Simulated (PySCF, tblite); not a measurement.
Isomers of C6H10Cl2SSi, one GFN2-xTB conformer each. Single-point energies are computed at PBE0/pcSseg-1 (PySCF, gas phase, no added dispersion term), electronic only.

```csv
SMILES,GFN2-xTB relative energy (kJ/mol)
CC(=S)[C@@H](Cl)[C@H](Cl)[C@@H]1C[SiH2]1,76.0
CC(=S)/C([SiH3])=C(/C)C(Cl)Cl,0.0
```

Conformers: `[CH3:1][C:2](=[S:3])[C@@H:4]([Cl:5])[C@H:6]([Cl:7])[C@@H:8]1[CH2:9][SiH2:10]1` with C1–C2–C4–Cl5 -24°, C2–C4–C6–Cl7 -65°, C4–C6–C8–C9 -80°; `[CH3:1][C:2](=[S:3])/[C:4]([SiH3:5])=[C:6](/[CH3:7])[CH:8]([Cl:9])[Cl:10]` with C1–C2–C4–Si5 79°, C4–C6–C8–Cl9 -133°.

What does PBE0/pcSseg-1 give for the same structures?

```
                                  SMILES  PBE0/pcSseg-1 E (Eh)  PBE0/pcSseg-1 (kJ/mol)  GFN2-xTB (kJ/mol)  point group
           CC(=S)/C([SiH3])=C(/C)C(Cl)Cl           -1841.75210                     0.0                0.0           C1
CC(=S)[C@@H](Cl)[C@H](Cl)[C@@H]1C[SiH2]1           -1841.74181                    27.0               76.0           C1
```

Both levels put the same isomer lowest. As drawn, the lower has a C=C bond outside aromatic rings, which the higher lacks; the higher has a three-membered ring, which the lower lacks.

Which frontier levels, dipoles and rotational constants go with these structures?

| SMILES | HOMO (eV, PBE0/pcSseg-1) | LUMO (eV) | dipole (D) | A, B, C (MHz) |
| --- | --- | --- | --- | --- |
| CC(=S)/C([SiH3])=C(/C)C(Cl)Cl | -6.53 | -2.39 | 3.02 | 881.7, 492.7, 443.1 |
| CC(=S)[C@@H](Cl)[C@H](Cl)[C@@H]1C[SiH2]1 | -6.74 | -2.43 | 1.77 | 989.3, 479.6, 434.8 |

What happens when harmonic zero-point energies from GFN2-xTB frequencies are added?

```csv
SMILES,ZPE (kJ/mol),electronic (kJ/mol),with ZPE (kJ/mol)
CC(=S)/C([SiH3])=C(/C)C(Cl)Cl,355.6,0.0,0.0
CC(=S)[C@@H](Cl)[C@H](Cl)[C@@H]1C[SiH2]1,366.4,27.0,37.8
```

The zero-point energies span 10.8 kJ/mol. The order is unchanged.
